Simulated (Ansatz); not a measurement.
Computed with Ansatz.

A structure relaxed at PBE0-D4/def2-TZVP, charge 0, multiplicity 1:

```
atom   x (Å)   y (Å)   z (Å)
  N1   0.929  -1.465  -0.287
 Ge2  -0.146  -0.106   0.267
  N3   0.956   1.230   0.765
  N4  -1.451   0.663  -0.739
  F5  -1.074  -0.876   1.526
  H6   0.470  -2.358  -0.384
  H7   1.489  -1.274  -1.105
  H8   0.510   2.066   1.111
  H9   1.735   0.967   1.349
 H10  -1.150   1.067  -1.613
 H11  -2.267   0.086  -0.888
```

Give its formula and SMILES.

FGeH6N3, `[NH2][Ge]([NH2])([NH2])[F]`.

Point group (tolerance 0.08 Å, 0.16 Å for H)?

Cs.

Summarise the bond lengths by kind.

3 × Ge–N 1.802 to 1.819 Å; 6 × H–N 1.008 to 1.010 Å; 1 × F–Ge 1.743 Å.
